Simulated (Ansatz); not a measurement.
Mulliken charges of `OC(F)BCl` from ωB97M-V/def2-TZVPP in Ansatz (PBE0-D4/def2-TZVP geometry).

```csv
atom,x (Å),y (Å),z (Å),charge (e)
O1,-0.046,0.347,1.396,-0.277
C2,0.459,0.059,0.147,0.212
F3,1.315,-1.045,0.209,-0.227
B4,-0.767,-0.357,-0.775,0.011
Cl5,-1.106,0.541,-2.217,-0.081
H6,0.621,0.802,1.920,0.182
H7,1.073,0.877,-0.247,0.091
H8,-1.457,-1.282,-0.490,0.090
```

Task: By hand: the dipole of these point charges (1 e Å = 4.8032 D).

Result: Σ q r = (-0.028, 0.216, 0.051) e Å, of length 0.224 e Å = 1.08 D.

Task: How does the dipole of the full density compare? (Estimate.)

Result: Ansatz gave: (0.105, 0.350, 0.072) e Å, 1.79 D; the point charges give 0.60 times that, at 24° from its direction.

Point charges leave out the atoms' own dipoles, such as those of lone pairs, and Mulliken's split depends on the basis, so the two needn't agree.
